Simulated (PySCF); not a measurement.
A ladder for the ionisation energy of Zn⁺

Zn⁺ [Ar] 3d10 4s1 (2S) → Zn²⁺ [Ar] 3d10 (1S). Scalar values calculated with PySCF 2.14 in x2c-TZVPPall with one added diffuse shell each of s, p, d, f type (spin-free X2C; valence: [Ar] frozen; valence and next inner shell: [Ne] frozen). The spin-orbit shift comes from two-component X2C-1e calculations (generalised Hartree-Fock, GHF, and MP2 on its spinors, GMP2) in x2c-QZVPPall-2c: GMP2 gives 17.995 eV without and 17.995 eV with screened spin-orbit coupling, a shift of 0.000 eV (GHF: 0.000 eV). Sums use unrounded values; where a UHF row is shifted, it takes the GHF shift.

```csv
method,scalar (eV),plus spin-orbit shift (eV),error (eV)
UHF,16.878,16.879,-1.086
MP2 (valence),17.891,17.892,-0.073
SCS-MP2 (valence),17.734,17.735,-0.230
CCSD (valence),17.787,17.787,-0.177
CCSD(T) (valence),17.869,17.870,-0.095
MP2 (valence and next inner shell),17.974,17.975,0.010
SCS-MP2 (valence and next inner shell),17.782,17.783,-0.182
CCSD (valence and next inner shell),17.812,17.813,-0.151
CCSD(T) (valence and next inner shell),17.905,17.905,-0.059
LDA,19.058,19.058,1.094
PBE,18.744,18.745,0.780
PBE0,18.354,18.355,0.390
r2SCAN,18.563,18.564,0.599
revPBE,18.591,18.591,0.627
PBEsol,18.711,18.711,0.747
wB97M-V,18.024,18.025,0.060
PW91,18.828,18.829,0.864
```

Reference: 17.964 eV (measured; NIST Atomic Spectra Database, ionization energies).

The errors of the correlated levels include the incompleteness of the basis and the frozen core, so a lower level can come closer by cancellation.
